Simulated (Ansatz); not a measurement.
A structure relaxed at PBE0-D4/def2-TZVP in Ansatz, charge 0, singlet:

```xyz
3

Be    0.4381    0.1471   -1.0066
Be    0.1380   -0.9600    0.5350
S    -0.5762    0.8129    0.4716
```

(1) Give its formula and point group.

(2) Summarise the bond lengths by kind (pairs closer than 1.2 times the sum of covalent radii, bridged metal pairs left out).

## Answers

(1) Be₂S. Point group C2v (tolerance 0.1 Å).

(2) 2 × Be–S 1.91 Å.

The restricted singlet is unstable: a solution with broken spin symmetry lies lower. The structure comes from a short search, and lower isomers may exist.
